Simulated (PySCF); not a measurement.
Ligands exchanged one at a time, Al OH-NH2. All species are isolated molecules in the gas phase. One relaxed conformer stands for each flexible species; it need not be the lowest. Strings in code marks are SMILES.

The HOMO from two functionals at the same geometries (B3LYP-D3(BJ)/def2-TZVP), both in PySCF: PBE-D3(BJ)/def2-TZVP and TPSSh-D3(BJ)/def2-TZVP. 

```
species                                                                                          PBE-D3(BJ)/def2-TZVP (eV)  TPSSh-D3(BJ)/def2-TZVP (eV)
-----------------------------------------------------------------------------------------------  -------------------------  ---------------------------
0 of 3 OH replaced by NH2                                                                                            -7.28                        -8.05
1 of 3 OH replaced by NH2 (`[NH2][Al]([OH])[OH]` (O–Al–O–H torsion 0°, O–Al–O–H torsion -180°))                      -5.86                        -6.51
2 of 3 OH replaced by NH2                                                                                            -5.43                        -6.07
3 of 3 OH replaced by NH2 (`[NH2][Al]([NH2])[NH2]`)                                                                  -5.27                        -5.91
```

Over these rows, drawn at random from the members with no instability flagged (it was tested for open shells, ions and some series alone), PBE minus TPSSh-D3(BJ): mean +0.67 eV, from +0.64 eV to +0.77 eV.
